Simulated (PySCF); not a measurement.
**Structure from NMR data**

The spectra below were simulated for a compound C₇H₁₂O.

¹H NMR (400 MHz, computed): δ 5.98 (m, 1H), 5.92 (m, 1H), 3.56 (s, 3H), 3.26 (m, 1H), 2.66 (m, 1H), 2.29 (m, 1H), 2.18 (m, 1H), 1.96 (m, 1H), 1.91 (m, 1H), 1.51 (m, 1H).

¹³C{¹H} NMR (computed): δ 135.0 (CH), 132.3 (CH), 80.8 (CH), 58.1 (CH3), 34.6 (CH2), 33.8 (CH2), 30.0 (CH2).

Non-relativistic, one computed conformer, in vacuum, fast rotation and ring inversion assumed for equivalent nuclei. GIAO PBE0/pcSseg-1 shieldings; structure optimised with GFN2-xTB; PySCF.

Shifts are taken against calculated references (same method and geometry level): ¹H (σref 31.72), ¹³C (σref 186.93) against TMS.

**Question.** Propose a structure and justify it.

**Answer.** 
1. Rings plus π bonds: 2 (1 ring in the answer).
2. 7 carbon signals for 7 carbons: no two carbons are equivalent.
3. Carbon types of the structure: 3 × CH, 3 × CH2, 1 × CH3, which accounts for all hydrogens.
4. δC 135.0, 132.3: alkene CH; as expected for a trigonal carbon in a double bond.
5. δC 80.8: sp3 CH bonded to O; deshielded by the electronegative neighbour.
6. δC 58.1: methyl carbon bonded to O; deshielded by the electronegative neighbour.
7. δC 34.6, 30.0: allylic sp3 CH2; saturated and bonded to C and H only.
8. δC 33.8: sp3 CH2 in a ring; aliphatic region, no heteroatom directly attached.
9. δH 5.98, 5.92: hydrogen on an alkene CH; a vinylic proton, deshielded by the sp2 carbon and the C=C anisotropy.
10. δH 2.66, 2.29, 2.18, 1.96: hydrogen on an allylic sp3 CH2; allylic position.

Structure: 4-methoxycyclohexene (SMILES CO[C@H]1CC=CCC1).

This is the structure that produced the data.

Shifts are as computed. Against solution values, carbons near 30 ppm lie about +3 ppm off and those near 130 ppm about +5 ppm. Of 1211 compounds with measured shifts, 218 miss one by over three times the rms of a fit or turn the order of signals round; such compounds aren't used in these exercises. Multiplicities follow the n + 1 count of equivalent neighbours, as no J values were calculated; m marks all less simple cases, F and P coupling included.
